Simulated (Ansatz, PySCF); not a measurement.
Species: CHI2 (charge 0, doublet). It need not be the lowest isomer of its formula. SMILES: I[CH]I
Geometry: optimised at B3LYP-D3(BJ)/def2-TZVP (Ansatz, a first-principles code).

Wanted: atomisation energy (electronic, to ground-state atoms), in eV. Correlated levels leave the core frozen unless marked. Open shells are spin-unrestricted. No spin-orbit coupling. Frozen are the shells of the preceding noble gas and the d and f shells that filled before the atom's block. Past Kr the def2 sets carry scalar-relativistic core potentials. The coupled-cluster limit lacks core correlation, which all-electron functionals hold. CBS marks a two-point X^-3 extrapolation of the correlation energy; Hartree-Fock from the larger set. The bracket is a focal-point correction in the basis named.

```json
[
 {"level": "HF-D4/def2-TZVPD", "program": "PySCF + dftd4", "atomisation energy (eV)": "6.37"},
 {"level": "PBE/def2-TZVPD", "program": "Ansatz", "atomisation energy (eV)": "10.18"}
]
```

What does RI-MP2/CBS(def2-TZVPPD,def2-QZVPPD)+[CCSD(T)-MP2]/def2-TZVPPD (Ansatz) give?

9.54 eV
